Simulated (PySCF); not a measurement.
A structure optimised at B3LYP-D3(BJ)/def2-SVP, used in a PySCF frequency run:

```
O
Si 1 1.6697
H 2 1.4893 1 107.48
H 2 1.4943 3 109.47 1 -121.87
H 2 1.4975 3 108.89 4 -117.66
Te 1 2.0319 2 123.10 3 176.06
N 6 2.0142 1 102.55 2 -78.41
H 7 1.0183 6 115.33 1 66.98
H 7 1.0185 8 111.08 6 133.22
```
Charge 0, spin multiplicity 1.

**Question.** Write its SMILES and formula.

**Answer.** N[Te]O[SiH3], H5NOSiTe

**Question.** What are its rotational constants (standard atomic weights)?

**Answer.** 6.5725, 1.5486, 1.3423 GHz
